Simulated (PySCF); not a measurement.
Species: [Te3]- (charge -1 and doublet state).
Cartesian coordinates in Å at the PBE0-D3(BJ)/def2-SVP level; atoms count from 1:
```xyz
3
Te3 angstrom
Te    -1.8613   -1.1185   -0.7470
Te     0.3040   -0.5682    0.7243
Te     1.5573    1.6867    0.0227
```

Computed, not measured: PySCF, PBE0-D3(BJ)/def2-SVP geometry optimisation, gas phase, def2 core potentials past Kr.

Take the most abundant isotopes and a rigid rotor. 

(1) Give the principal moments of inertia and the rotational constants in MHz.

(2) What kind of rotor is it?

Results:

(1) Ia = 183.14, Ib = 1308.72, Ic = 1491.86 u·Å²; 505379 MHz·u·Å²/I gives A = 2760, B = 386.2, C = 338.8 MHz.

(2) A near-prolate asymmetric top; Ray's κ = -0.961.

The dipole components (about the centre of mass, as the species is charged) are |μa| = 0.00 D, |μb| = 1.58 D, |μc| = 0.00 D. The nuclei that the symmetry axis exchanges have no spin, so part of the rotational levels is missing.

Estimate the classical rotational partition function at 100 K, 200 K and 500 K.

Point group C2v, symmetry number σ = 2; q = (√π/σ)·√((kT/h)³/(ABC)), k/h = 20836.6 MHz/K: 140000 at 100 K, 397000 at 200 K, 1570000 at 500 K.

For this open shell read J as N, the rotation without spin; fine and hyperfine splittings come on top. Whether it is a minimum is left open (no frequencies). ⟨S²⟩ = 0.752 (exact for a doublet: 0.75). Whether the extra electron is bound in the gas phase wasn't checked; a finite basis holds it in any case. No vibrational averaging or centrifugal distortion is included, and the geometry carries the error of its method.
